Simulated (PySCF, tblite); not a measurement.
Calculations on `Fc1[c]coc1[SiH2][SiH3]` [radical], in the order of a workflow; each names the level of the geometry that it ran on. Settings lines and outputs come from a driver script.

Species: C4H6FOSi2 (doublet state).
Numbering: `[F:1][c:2]1[c:3][cH:4][o:5][c:6]1[SiH2:7][SiH3:8]` (hydrogens: H9 on C4; H10, H11 on Si7; H12, H13, H14 on Si8)

Step 1: GFN2-xTB geometry optimisation, gas phase (tblite 0.8.0) (from a force-field or distance-geometry start)
```json
{"job": {"kind": "relax", "xc": "GFN2-xTB", "basis": "xTB"}, "charge": 0, "multiplicity": 2}
```
```
step      E/eV     max force
  0    -645.93541    2.051
  1    -646.02253    0.789
  2    -646.03843    0.262
...
 25    -646.08114    0.015
 26    -646.08117    0.013
 27    -646.08119    0.015
 28    -646.08121    0.013
 29    -646.08122    0.008
```

Energy lowered by 3.4 kcal/mol over 29 steps; largest atomic force 0.008 eV/Å at the end. «max force» is the largest atomic force in eV/Å.

Step 2: GFN2-xTB harmonic vibrations, gas phase (tblite 0.8.0) (on the GFN2-xTB geometry)
```json
{"job": {"kind": "ir", "xc": "GFN2-xTB", "basis": "xTB"}, "charge": 0, "multiplicity": 2}
```
```
(table of modes left out)
```

36 modes from -11 to 3187 cm⁻¹ (unscaled, harmonic, a negative number standing for an imaginary wavenumber); zero-point energy 49.0 kcal/mol from the real modes; the lowest is imaginary at this level.

Step 3: UKS B3LYP, pcH-1 on C F H O Si, non-relativistic, mean-field spin-orbit, GIAO (PySCF 2.14.0) (on the GFN2-xTB geometry)
```json
{"job": {"kind": "epr", "basis": "pcH-1"}, "charge": 0, "multiplicity": 2}
```
```
...
E = -909.98151943 Eh   <S^2> = 0.7569 (exact 0.7500)
g shifts (ppm)      1          2          3
  rmc          -168       -168       -168
  gc             40         11        -16
  oz_so        -993         62        329
  total       -1120        -95        145
hyperfine (MHz)  atom isotope    a_iso     a_fc   dipolar eigenvalues
    0   19F       9.32       9.14    -17.78    -10.18     27.97
    1   13C       2.86       2.88    -12.88     -6.76     19.63
    2   13C     522.51     522.66    -76.27    -60.02    136.29
    3   13C      65.66      65.67    -16.02     -0.01     16.03
    4   17O     -15.22     -15.22    -19.72      7.73     11.99
    5   13C      26.65      26.67     -4.58     -1.62      6.20
    6  29Si      -2.56      -2.57     -2.94      1.38      1.57
    7  29Si      -0.39      -0.39     -0.22      0.08      0.14
    8    1H       9.24       9.25     -5.73     -4.12      9.85
    9    1H       0.48       0.48     -0.93     -0.66      1.59
   10    1H       8.97       8.97     -0.99     -0.43      1.41
   11    1H      -0.01      -0.01     -0.51     -0.43      0.94
   12    1H      -0.11      -0.11     -0.55     -0.47      1.01
   13    1H       0.44       0.44     -0.29     -0.25      0.54
```

⟨S²⟩ 0.757; g_iso 2.0020. rmc, gc and oz_so are the mass-correction, gauge-correction and orbital-Zeeman/spin–orbit parts of the g shift along its three principal axes; a_iso is the isotropic hyperfine coupling and a_fc its Fermi-contact part. The log counts atoms from 0, this text from 1.

Which step took the most CPU time, and about what did each take on one thread, Arm Neoverse V1 (aarch64), on a shared host?

Step 3, about 99 % of the total. CPU time by step: 1: 0.23 s, 2: 0.56 s, 3: 2.1 min.

Geometry of the electronic-property runs (GFN2-xTB):
```
atom  x, y, z in Å
F1     0.477   -2.359   -0.620
C2     1.218   -1.272   -0.394
C3     2.577   -1.197   -0.079
C4     2.882    0.116    0.069
O5     1.783    0.865   -0.151
C6     0.756    0.021   -0.436
Si7   -0.955    0.723   -0.773
Si8   -2.367    0.129    0.968
H9     3.796    0.618    0.307
H10   -1.363    0.194   -2.081
H11   -0.697    2.157   -0.948
H12   -1.895    0.643    2.259
H13   -2.508   -1.321    1.111
H14   -3.706    0.682    0.747
```

 (This holds for the electronic-property runs.)

One conformer stands for the species.
